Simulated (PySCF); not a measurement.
Solvent effects on NMR parameters

Structure with atom numbers: `[CH3:1][SiH2:2][O:3][SiH2:4][CH3:5]` (H(Xn): hydrogen on atom n).

GIAO PBE0/pcSseg-1 in PySCF on one PBE0-D3(BJ)/def2-SVP conformer, non-relativistic, equivalent nuclei averaged. Solvents enter as an IEF-PCM continuum (cyclohexane with ε = 2.0, methanol with ε = 32.6) around the gas-phase geometry. Shifts are referred to TMS computed in the same medium.

In cyclohexane, δ in ppm: C1/C5 0.9, Si2/Si4 -17.0, H(Si2)/H(Si4) 5.03, H(C1)/H(C5) 0.33. Dipole moment 1.84 D.

**Question.** How does each δ change in the more polar medium?

**Answer.** 
```
        atoms                               environment  Δδ, methanol
        C1/C5                methyl carbon bonded to Si          +0.1
      Si2/Si4               silicon bonded to C, O, 2 H          +0.7
H(Si2)/H(Si4)      hydrogen on a silicon bonded to C, O         -0.07
  H(C1)/H(C5)  hydrogen on a methyl carbon bonded to Si         +0.07
```

Changes are relative to cyclohexane. The dipole moment becomes 2.17 D in methanol.

**Question.** Which nuclei move most (in ppm), and what does the model miss?

**Answer.** Si2/Si4 (silicon bonded to C, O, 2 H, +0.7 ppm) in methanol. A continuum only polarises the solute; specific hydrogen bonds, the anisotropy of aromatic solvents and changes of geometry or conformer are outside it.
